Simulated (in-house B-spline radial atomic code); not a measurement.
A radial electron density 4πr²n(r) was computed for an atom or ion in its tabulated ground configuration with a B-spline radial code for spherical atoms; method: Dirac-Hartree-Fock, average of configuration. Columns: r (bohr), 4πr²n(r) (electrons per bohr), bar.

```
0.000965    2.632 #
 0.00118    3.698 ##
 0.00146    5.267 ##
 0.00179    7.334 ###
  0.0022    10.16 ####
  0.0027     13.9 ######
 0.00331    18.74 ########
 0.00407    24.95 ###########
   0.005    32.53 ##############
 0.00614    41.37 ##################
 0.00755    51.15 #######################
 0.00927    60.93 ###########################
  0.0114    69.62 ###############################
   0.014    75.62 #################################
  0.0172    77.76 ##################################
  0.0211    75.85 #################################
  0.0259    71.47 ################################
  0.0319     68.1 ##############################
  0.0391    69.99 ###############################
  0.0481    79.04 ###################################
  0.0591    91.72 ########################################
  0.0725    99.71 ############################################
  0.0891    96.09 ##########################################
   0.109    83.48 #####################################
   0.134    73.74 #################################
   0.165    77.24 ##################################
   0.203    85.98 ######################################
   0.249    80.63 ####################################
   0.306    57.04 #########################
   0.376    34.94 ###############
   0.462    30.95 ##############
   0.568    35.74 ################
   0.697    32.24 ##############
   0.857    20.61 #########
    1.05    11.34 #####
    1.29    7.188 ###
    1.59    4.727 ##
    1.95    2.304 #
     2.4   0.6691 
    2.94   0.1095 
    3.62 0.008198 
    4.44 0.0002697 
    5.46 2.946e-06
```

Q: Which atom or ion is it?
A. Ce6+
B. Pm8+
C. Pr7+
D. Ce7+

A: D. The area under the curve, ∫4πr²n dr = ∫r·4πr²n d(ln r) on this logarithmic grid, is 51 electrons, which only this option has. The configuration is [Kr] 4d10 5s2 5p3.
